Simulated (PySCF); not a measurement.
Compound: C₉H₇ (doublet state).
SMILES with atom numbers: `[CH:1]#[C:2][C:3]1=[CH:4][CH:5]=[CH:6]/[C:7]1=[C:8]\[CH3:9]` (hydrogens: H10 on C1; H11 on C4; H12 on C5; H13 on C6; H14, H15, H16 on C9)

Cartesian coordinates in Å at the GFN2-xTB level; atoms count from 1:
```
atom  x, y, z in Å
C1    -1.8503    2.7022   -0.4332
C2    -1.5481    1.5550   -0.2354
C3    -1.1839    0.2246   -0.0003
C4    -1.9839   -0.8729    0.0333
C5    -1.1797   -2.0320    0.3127
C6     0.1098   -1.6693    0.4535
C7     0.2032   -0.2117    0.2643
C8     1.2677    0.5495    0.3110
C9     2.6985    0.5567    0.5154
H10   -2.1236    3.7002   -0.6039
H11   -3.0474   -0.8858   -0.1235
H12   -1.5715   -3.0314    0.3924
H13    0.9617   -2.2873    0.6650
H14    2.9469    1.2078    1.3550
H15    3.1970    0.9489   -0.3727
H16    3.0960   -0.4454    0.7223
```

Computed with PySCF, UKS B3LYP, pcH-1 on C H, non-relativistic, mean-field spin-orbit, GIAO. Isolated species at its GFN2-xTB geometry, gas phase. The geometry wasn't refined by DFT: couplings that depend on bond lengths, twists or pyramidal angles can differ widely from those at the functional's own minimum. The SCF solution wasn't tested for stability.

Problem. The isotropic 1H couplings, averaged over equivalent nuclei, are +72.5, +11.6, -5.0, +4.1, +0.2 MHz. Assign them to H10; H11; H12; H13; H14/H15/H16.

Solution. 
| site | a_iso (MHz) | ρ(0) (bohr⁻³) | position | distance from C8 (Å) | bound to | spin population there | largest \|T\| (MHz) |
| --- | --- | --- | --- | --- | --- | --- | --- |
| H10 | +0.2 | 0.0000 | 5 bonds from C8 | 4.72 | C1 | 0.00 | 1.7 |
| H11 | +4.1 | +0.0009 | 4 bonds from C8 | 4.57 | C4 | -0.02 | 1.5 |
| H12 | +11.6 | +0.0026 | 4 bonds from C8 | 4.57 | C5 | -0.03 | 1.6 |
| H13 | -5.0 | -0.0011 | 3 bonds from C8 | 2.88 | C6 | +0.08 | 5.9 |
| H14/H15/H16 | +72.5 | +0.0162 | 2 bonds from C8 | 2.10 | C9 | -0.05 | 10.8 |

ρ(0) is the spin density at the nucleus and T the dipolar tensor; entries for several nuclei are means. The Mulliken spin populations are largest on C8 (+1.03), C7 (-0.16), C6 (+0.08) and H16 (+0.08). C8 is the only atom above +0.15. The positive populations add up to 1.27 and the negative ones to -0.27, together 2S = 1.

β density exceeds α density at some nuclei, such as C7 (-0.0113), C4 (-0.0026) and C5 (-0.0017), spin density in bohr⁻³. In a single determinant that takes different orbitals for the two spins, that is spin polarisation.

Means are taken over nuclei equivalent by connectivity, which assumes that they swap fast. The three 1H nuclei of mean +72.5 MHz run from 31.9 to 152.4 MHz in the frozen geometry.

Time: 82 s wall (with the writing of density and orbital grids); peak memory 0.98 GiB. Hardware: an Arm Neoverse V2 with one thread, shared host.
